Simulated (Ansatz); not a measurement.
Reaction: BN2H4F (SMILES NB(N)F) → BN2H4 (SMILES N[B]N, doublet) + F (doublet) (the B-F bond breaks)
Each species at its own B3LYP-D3(BJ)/def2-TZVP minimum (Ansatz, a program for electronic structure), one conformer.

Property: bond dissociation energy (electronic), in kJ/mol. Open shells are spin-unrestricted; no spin-orbit coupling. CBS(X,Y): correlation extrapolated as X^-3, Hartree-Fock from the larger set. A bracket is a step between two methods taken in the basis named. The functionals are non-relativistic, so their misses hold any scalar relativity. '+ core + X2C': CCSD(T) terms for core correlation (cc-pwCVTZ) and scalar relativity (cc-pVTZ-DK).

CCSD(T)/CBS(cc-pVTZ,cc-pVQZ) + [CCSDT(Q) - CCSD(T)]/cc-pVDZ + core + X2C (Ansatz) gives 719.0 kJ/mol.

Task: What does PBE/def2-TZVPD (Ansatz) give here, and how do the other levels compare?

Result: PBE gives 704.6 kJ/mol, 14.4 kJ/mol below it. Differences of the others: r2SCAN/def2-TZVPD (Ansatz) -26.8; wB97M-V/def2-TZVPD (Ansatz) -2.3; CCSD(T)/CBS(cc-pVTZ,cc-pVQZ) + core + X2C (Ansatz) -0.3 kJ/mol. Nearer than PBE: wB97M-V/def2-TZVPD, CCSD(T)/CBS(cc-pVTZ,cc-pVQZ) + core + X2C.
